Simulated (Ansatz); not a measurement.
`CC(C)=[O+][InH3-]`. Charge 0, multiplicity 1. Correlated methods include outer-core shells of In, which these sets cover unevenly. In takes the def2 core potential.

Cartesian coordinates in Å:
```
C -1.7630 1.0830 0.6203
C -0.5457 0.3316 0.1975
C -0.1136 -0.8419 1.0149
O 0.0736 0.6785 -0.7951
In 2.0187 -0.3254 -1.6888
H -1.6250 1.4537 1.6406
H -2.6181 0.4009 0.6511
H -1.9643 1.9096 -0.0575
H -0.7669 -1.0259 1.8660
H 0.9111 -0.6729 1.3585
H -0.0788 -1.7254 0.3709
H 1.2852 -1.8884 -1.9088
H 2.9658 -0.1200 -0.2432
H 2.2210 0.7424 -3.0264
```

Q: Give the diagnostics of a CCSD(T)/def2-TZVPP run (frozen core, the Gaussian-basis code of Ansatz). (An estimate is asked.)

A: Ansatz gave: T1 = 0.0148, largest single amplitude 0.034, largest double 0.041, (T) share of the correlation energy 3.5 %, 10 CCSD cycles. The RHF solution is stable towards an unrestricted one. T1 lies under the customary mark of 0.02 for closed shells.
